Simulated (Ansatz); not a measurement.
Program: Ansatz. Geometries: PBE0-D4/def2-TZVP. ΔE: electronic, gas phase. CCSD(T)/CBS adds triple-zeta CCSD(T) − MP2 to the extrapolated MP2 energy (def2 sets, frozen cores). This one scheme is used for every species. Functionals use def2-TZVPP. B3LYP here is the variant with VWN-RPA as its local correlation; programs differ in this. Each species was taken in one conformer, which may not be the lowest.

Reaction (formal hydrolysis of a B–Si bond): `CB[SiH2]C` + H₂O → `CBO` + `C[SiH3]`

`CB[SiH2]C`:

```xyz
13

C     1.008   -1.658   -0.467
B     0.857   -0.230   -1.058
Si   -0.290    1.228   -0.261
C    -1.182    0.756    1.325
H     1.974   -2.130   -0.664
H     0.737   -1.780    0.583
H     0.277   -2.248   -1.047
H     1.416    0.013   -2.094
H    -1.289    1.672   -1.280
H     0.591    2.409    0.000
H    -0.468    0.464    2.099
H    -1.773    1.590    1.710
H    -1.857   -0.086    1.156
```

H₂O:

Z-matrix (Å, degrees):
```
O
H 1 0.960
H 1 0.960 2 105.1
```

`CBO`:

Z-matrix (Å, degrees):
```
C
B 1 1.559
H 1 1.096 2 110.2
H 1 1.092 2 113.4 3 122.1
H 1 1.096 2 110.2 3 -115.8
O 2 1.357 1 119.4 3 -122.1
H 2 1.207 1 121.8 3 57.8
H 6 0.960 2 113.1 1 180.0
```

`C[SiH3]`:

```xyz
8

C    -0.710   -0.660   -0.188
Si    0.635    0.591    0.168
H    -1.396   -0.285   -0.950
H    -1.287   -0.875    0.714
H    -0.281   -1.598   -0.549
H     1.419    0.884   -1.062
H     1.571    0.077    1.205
H     0.049    1.867    0.662
```

Problem. Is it downhill or uphill in electronic energy at CCSD(T)/CBS, and by how much? (An estimate is asked.)

Solution. Computed: Downhill: ΔE = -1.73 eV.

Problem. What do these levels give: PBE0, B3LYP, SCS-MP2/def2-TZVPP, HF/CBS(def2), MP2/CBS(def2), CCSD/CBS(def2)? (Best estimate.)

Solution. The calculation gave: PBE0 -1.75, B3LYP -1.88, SCS-MP2/def2-TZVPP -1.86, HF/CBS(def2) -1.95, MP2/CBS(def2) -1.78, CCSD/CBS(def2) -1.74 eV.

Largest T1 diagnostic among the species: 0.012.

The D4 term adds +0.07 eV with B3LYP and +0.04 eV with PBE0; it sums over pairs of atoms, weighted by their polarisabilities, and B3LYP, whose exchange is more repulsive, gets the larger term. In def2-TZVPP, CCSD(T) changes the Hartree–Fock value by +0.16 eV (the triples alone add +0.01 eV) and MP2 by +0.12 eV.
